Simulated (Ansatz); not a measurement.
The inner images of a band of FH + GaH3 (6 atoms, charge 0, multiplicity 1) are given out of order.

Level of theory: Ansatz, RKS B3LYP/def2-SVP.

Image 0:

```xyz
6
Properties=species:S:1:pos:R:3
Ga 0.003 0.145 0.038
H 0.003 0.558 1.575
H 1.371 0.135 -0.736
H -1.373 0.066 -0.717
F 0.062 -2.008 0.840
H 0.063 -1.808 1.752
```

Image 6:

```xyz
6
Properties=species:S:1:pos:R:3
Ga 0.016 -0.483 -0.404
H 0.018 0.139 2.179
H 1.424 0.160 -0.610
H -1.426 0.089 -0.593
F 0.061 -2.195 0.039
H 0.036 -0.622 2.141
```

Problem. Put them in order from the first end to the last, with their energies above the first end.
A.
```xyz
6
Properties=species:S:1:pos:R:3
Ga 0.004 0.094 0.018
H 0.009 0.333 1.605
H 1.382 0.157 -0.728
H -1.385 0.089 -0.710
F 0.062 -2.040 0.884
H 0.056 -1.546 1.685
```
B.
```xyz
6
Properties=species:S:1:pos:R:3
Ga 0.014 -0.330 -0.177
H 0.020 -0.041 1.837
H 1.425 0.186 -0.601
H -1.425 0.120 -0.583
F 0.057 -2.014 0.568
H 0.037 -0.833 1.708
```
C.
```xyz
6
Properties=species:S:1:pos:R:3
Ga 0.015 -0.429 -0.302
H 0.019 0.040 2.012
H 1.423 0.185 -0.588
H -1.424 0.116 -0.572
F 0.059 -2.106 0.299
H 0.035 -0.718 1.904
```
D.
```xyz
6
Properties=species:S:1:pos:R:3
Ga 0.010 -0.150 -0.074
H 0.020 -0.014 1.706
H 1.429 0.161 -0.636
H -1.428 0.096 -0.617
F 0.056 -1.960 0.815
H 0.041 -1.045 1.559
```
E.
```xyz
6
Properties=species:S:1:pos:R:3
Ga 0.007 0.009 -0.011
H 0.013 0.132 1.634
H 1.412 0.160 -0.677
H -1.411 0.089 -0.662
F 0.060 -2.007 0.899
H 0.047 -1.296 1.569
```

Solution. A (+0.01 eV), E (+0.10 eV), D (+0.34 eV), B (-0.21 eV), C (-0.56 eV).

Time of the run: 95 s on 1 thread of Arm Neoverse V1 (shared host), peak memory 0.12 GiB.
